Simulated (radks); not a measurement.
Values are calculated unless marked as measured or tabulated.
Spin polarisation of the 5d1 shell in neutral lutetium. Start: [Xe] 4f14 5d(up 0.5, down 0.5) 6s2; electrons of 5d are moved from spin down to spin up, other shells keep equal spins. Level of theory: non-relativistic Kohn-Sham, LDA (Slater exchange, Perdew-Wang correlation), spin-polarised, spherical densities, point nucleus (a radial shooting solver on a logarithmic mesh with Libxc functionals).

| moment (Bohr magnetons) | E - E(0) (eV) | e(5d up) (eV) | e(5d down) (eV) | 6s down minus up (eV) |
|---|---|---|---|---|
| 0 | 0.000 | -2.821 | -2.821 | 0.000 |
| 0.25 | -0.007 | -2.877 | -2.760 | 0.081 |
| 0.5 | -0.029 | -2.930 | -2.695 | 0.163 |
| 0.75 | -0.066 | -2.979 | -2.627 | 0.244 |
| 1 | -0.117 | -3.024 | -2.554 | 0.327 |

At moment 1 the spin-polarisation energy is -0.117 eV and the 5d exchange splitting 0.470 eV, that is 0.470 eV per Bohr magneton; E = -I m^2/4 would give I = 0.470 eV.
